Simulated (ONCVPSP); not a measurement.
## Plane-wave convergence, ONCV potential for chlorine

* Element: Cl (Z = 17)
* Generator: ONCVPSP 4.0.1
* Type: optimised norm-conserving Vanderbilt (ONCV)
* Functional: PBEsol
* Relativity: scalar-relativistic
* Frozen core: [Ne]
* Valence charge: 7
* Reference configuration: 3s2 3p4 (charge +1)
* Partial waves: 3s: rc 1.20 bohr, ncon 5, nbas 8, qcut 4.5 1/bohr, 2 projectors, debl 0.8 Ha; 3p: rc 1.05 bohr, ncon 4, nbas 8, qcut 9.3 1/bohr, 1 projector
* Local potential: polynomial inside 0.70 bohr (lpopt 3, dvloc0 -1 Ha)
* Core correction: none

In the s channel the program set the typed energies aside and used -1.176, 0.250 Ha.

**Question.** For each optimised wave give the share of its norm inside rc, the residual kinetic energy above qcut (Ha) and the cutoffs (Ha) for errors of 10, 1, 0.1 and 0.01 mHa per electron.

**Answer.**

```csv
wave,norm inside rc,residual KE,10 mHa,1 mHa,0.1 mHa,0.01 mHa
3s,0.321,1.5e-02,11.0,32.0,99.8,120.6
s projector 2,0.089,1.4e-02,12.0,95.1,142.8,162.8
3p,0.152,6.3e-04,7.5,39.6,163.4,199.0
```

The occupied waves need 40 Ha and 163 Ha for 1 and 0.1 mHa. Note: no bound ghost flagged; GHOST(+) flagged for s at 71.0 eV.
